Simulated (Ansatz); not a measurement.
`N[SiH2]S` + HI → `N[SiH2]I` + H₂S  (ligand exchange at the Si–S bond)

Calculated with Ansatz (gas phase, PBE0-D4/def2-TZVP geometries, no zero-point term in ΔE). CBS: MP2 limit from def2 TZ/QZ plus the TZ coupled-cluster correction, frozen cores. This one scheme is used for every species. DFT in def2-TZVPP. HSE06 is defined as in plane-wave codes. def2 core potentials past Kr. For I outer-core shells are correlated without core-valence functions, which leaves a few kJ/mol of doubt a bond. Each species was taken in one conformer, which may not be the lowest.

`N[SiH2]S`:

Cartesian coordinates in Å:
```
N -1.241 0.110 0.704
Si 0.397 0.021 0.236
S 0.616 0.144 -1.900
H -1.632 0.979 1.024
H -1.941 -0.500 0.316
H 1.028 -1.264 0.633
H 1.069 1.154 0.921
H 1.704 -0.644 -1.934
```

HI:

```xyz
2

I     0.646    0.389   -0.281
H    -0.646   -0.389    0.281
```

`N[SiH2]I`:

```xyz
7

N     1.113    0.007    0.240
Si   -0.561   -0.263    0.061
I    -1.755    1.373   -1.350
H     1.728   -0.153   -0.542
H     1.434    0.785    0.795
H    -1.198   -0.178    1.392
H    -0.761   -1.572   -0.595
```

H₂S:

```xyz
3

S     0.490    0.374    0.066
H    -0.684    0.258    0.705
H     0.194   -0.631   -0.771
```

Problem. Is it downhill or uphill in electronic energy at CCSD(T)/CBS, and by how much? (Estimate.)

Solution. Computed: Downhill: ΔE = -0.37 eV.

Problem. What do these levels give: BLYP-D4, PBE0-D4, HSE06-D4, CAM-B3LYP-D4, ωB97X-V, ωB97M-V, B2PLYP, BLYP, r2SCANh, HF/def2-SVP, CCSD(T)/def2-TZVPP, MP2/CBS(def2)? (An estimate is asked.)

Solution. Ansatz gave: BLYP-D4 -0.33, PBE0-D4 -0.36, HSE06-D4 -0.36, CAM-B3LYP-D4 -0.32, ωB97X-V -0.34, ωB97M-V -0.34, B2PLYP -0.35, BLYP -0.33, r2SCANh -0.35, HF/def2-SVP -0.39, CCSD(T)/def2-TZVPP -0.32, MP2/CBS(def2) -0.43 eV.

Problem. What do rigid-rotor, harmonic-oscillator terms from PBE0-D4/def2-TZVP frequencies (298.15 K, 1 bar) make of the CCSD(T)/CBS value? (An estimate is asked.)

Solution. Ansatz gave: ΔZPE = +0.04 eV, ΔH = -0.34 eV, ΔS = -1 J/(mol·K), ΔG = -0.34 eV.

Largest T1 diagnostic among the species: 0.010.

Leaving LDA and LC-ωPBE aside and taking each functional with its dispersion term where it has one, the values, not all of them listed here, spread over 0.10 eV, from BHLYP-D4 to B97M-V.
